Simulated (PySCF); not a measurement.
## Mayer bond orders and bond lengths

Species: C6H8F (charge +1).
Numbering: `[CH3:1][c+:2]1[cH:3][c:4]1[C@H:5]([CH3:6])[F:7]` (hydrogens: H8, H9, H10 on C1; H11 on C3; H12 on C5; H13, H14, H15 on C6)

Geometry (GFN2-xTB, Å), atoms numbered from 1 in this order:
```xyz
15
C6H8F angstrom
C      2.580   -0.209    0.262
C      1.346    0.230   -0.312
C      0.611    1.104   -1.091
C     -0.039    0.056   -0.480
C     -1.244   -0.696   -0.162
C     -2.295    0.184    0.525
F     -0.907   -1.753    0.640
H      3.429    0.042   -0.375
H      2.554   -1.272    0.502
H      2.726    0.331    1.206
H      0.557    1.963   -1.722
H     -1.659   -1.122   -1.092
H     -2.606    0.989   -0.134
H     -3.157   -0.435    0.763
H     -1.901    0.596    1.451
```

Bond orders from the PBE0/pcSseg-1 density (PySCF). Isolated species at its GFN2-xTB geometry (one conformer only).

Q: How far do the computed orders between heavy atoms stray from the drawn ones?

A: The largest departure is 0.344, at C4–C2 (drawn aromatic, 1.156), counting aromatic bonds as 1.5. Drawn single, order above 1.12: C1–C2 (1.189). The bonds drawn aromatic range from 1.16 to 1.21. The SMILES, with its formal charges, is one Lewis structure only.

Q: Give the Mayer order of every bond between heavy atoms, beside its length.

A: 
| bond | drawn as | length (Å) | Mayer order |
| --- | --- | --- | --- |
| C1–C2 | single | 1.429 | 1.189 |
| C2–C3 | aromatic | 1.382 | 1.180 |
| C3–C4 | aromatic | 1.377 | 1.205 |
| C4–C5 | single | 1.455 | 0.974 |
| C5–C6 | single | 1.534 | 1.037 |
| C5–F7 | single | 1.369 | 0.902 |
| C4–C2 | aromatic | 1.407 | 1.156 |

By pair of heavy elements: C–C: lowest C4–C5 (0.974, 1.455 Å), highest C3–C4 (1.205, 1.377 Å); in 2 of the 15 pairs the longer bond (by over 0.003 Å) has the higher order (by 0.02 or more).

Q: And the bonds to hydrogen?

A: C–H: 0.88 to 1.03 (8 bonds).

Q: Sum the orders of all bonds at each heavy atom with more than one neighbour and set the sums beside the valence in the SMILES.

A: C1 3.878 (drawn 4), C2 3.525 (drawn 3), C3 3.418 (drawn 4), C4 3.335 (drawn 4), C5 3.804 (drawn 4), C6 3.873 (drawn 4). Orders between atoms that aren't bonded are not in these sums.

The Mayer order sums products of elements of PS (density times overlap matrix) between the two atoms' basis functions, so it depends on the basis set.
